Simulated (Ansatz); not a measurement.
Basis sets compared for In11As12H32⁺. Charge 1, multiplicity 1. Geometry r2SCAN-D4/def2-SVP. Ansatz on 11 threads of AMD EPYC 7R13 on a shared host and a whole NVIDIA H100 80GB HBM3; times are rough, and most runs start from earlier orbitals.

```xyz
55

In   -1.3668    0.5162    5.3956
In   -0.2251    5.5726    0.4735
In    3.5657    2.4571   -1.7288
In    1.2327   -2.9075    3.7445
In    3.9888   -1.8911   -0.1596
In    1.1359    0.9138    1.5976
In   -3.3372    0.8915    0.8201
In   -0.4344    1.4369   -2.2461
In   -0.3767   -2.2952   -0.6035
In    1.7366   -1.5380   -4.2394
In   -3.5796   -1.8439   -4.3049
As    0.7055    3.5170    2.0547
As    0.7899   -0.3190    3.9179
As   -3.1656    0.0641    3.3942
As    3.4197    0.6467    0.3226
As   -0.8493    4.0297   -1.7178
As    1.9011    1.0087   -3.3167
As    3.4604   -3.0647    2.2408
As   -0.4559   -3.6116    1.7436
As    1.9693   -2.6086   -1.7246
As   -0.8430    0.1846    0.0302
As   -2.4405    0.6109   -3.8378
As   -2.3045   -3.1590   -2.2251
H    -1.6196   -0.6932    6.5869
H    -1.1971    2.2257    5.4759
H    -1.7478    5.9532    1.1595
H     1.1802    6.4323    0.0116
H     5.1637    2.4535   -2.3468
H     2.5537    3.7476   -1.1609
H     1.1729   -3.9684    5.0919
H     5.5683   -2.3333   -0.6708
H    -3.2645    2.6178    0.8470
H    -4.4168   -0.1492   -0.0343
H     3.1203   -1.9656   -5.1591
H     0.0415   -1.7601   -4.5575
H    -2.8086   -2.4484   -5.7055
H    -5.1831   -1.6947   -3.7208
H     1.9701    3.9805    2.7418
H    -0.1556    3.4705    3.2978
H     2.0195    0.0936    4.7042
H    -4.5103    0.3866    4.0083
H    -3.3809   -1.4339    3.3511
H     4.4371    1.0378    1.3754
H    -0.3171    4.7277   -2.9491
H    -2.3166    4.2327   -2.0225
H     1.7289    1.8639   -4.5578
H     4.5719   -2.6329    3.1699
H     3.8555   -4.5226    2.1686
H    -0.3538   -5.1012    1.5112
H    -1.8792   -3.5932    2.2510
H     2.0793   -4.1147   -1.8452
H    -3.5750    1.5573   -3.5068
H    -2.1092    1.2087   -5.1883
H    -3.3489   -3.6817   -1.2638
H    -1.8060   -4.5078   -2.6943
```

In the def2 sets In takes a core potential; there is no spin–orbit coupling. Single mean-field runs in def2-SVP, def2-TZVP are fitted with def2-universal-jkfit.

```tsv
level	functions	energy (Eh)	HOMO (eV)	LUMO (eV)	wall time
PBE-D4/def2-SVP	830	-28934.1641	-8.15	-5.04	10 s
PBE0-D4/def2-SVP	830	-28935.0079	-9.07	-4.35	14 s
```

(1) Estimate the rows for PBE-D4/def2-TZVP, PBE0-D4/def2-TZVP.

Results:

(1) 
```
            level  functions  energy (Eh)  HOMO (eV)  LUMO (eV)  wall time
 PBE-D4/def2-TZVP       1318  -28937.5856      -8.20      -5.10       12 s
PBE0-D4/def2-TZVP       1318  -28938.4073      -9.09      -4.40       17 s
```
